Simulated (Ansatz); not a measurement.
Stretching the Sn1–H2 bond in H2Sn (SMILES [SnH2]) (multiplicity 1 held, fragments rigid). Energies count from the point at 1.780 Å.
Geometry at that point (charge 0, multiplicity 1):
```xyz
3

Sn     0.007    -0.001     0.048
H     -0.175    -1.251    -1.207
H     -0.154     1.279    -1.180
```

Restricted levels (R-, RO-) in cc, def2 and unpolarised 6-31G sets keep to the state of the molecule at rest. Unrestricted levels (U-) break spin symmetry where that is lower. Curves can end on different states.

Cores are frozen in the correlated methods. Filled d and f shells under p-block atoms count as core.

Run with Ansatz (Gaussian orbitals).  In def2 rows elements past Kr take small-core potentials, without spin–orbit coupling.

Q: One of these levels gives 251.4 kJ/mol for the energy at R = 5.697 Å. Name it.
(A) R-HF/def2-TZVPP
(B) U-MP2/def2-TZVPP
(C) U-wB97X-V/def2-TZVPP
(D) R-PBE/def2-TZVPP

A: B, U-MP2/def2-TZVPP. The others give 556.6 (R-HF/def2-TZVPP), 367.5 (R-PBE/def2-TZVPP), 281.7 (U-wB97X-V/def2-TZVPP)

Doubts at one or more of the structures used: a restricted determinant that unrestricted orbitals would lower (R-HF/def2-TZVPP, R-PBE/def2-TZVPP); a spin-contaminated determinant (U-wB97X-V/def2-TZVPP, U-MP2/def2-TZVPP).

Ansatz is a quantum-chemistry and plane-wave program.
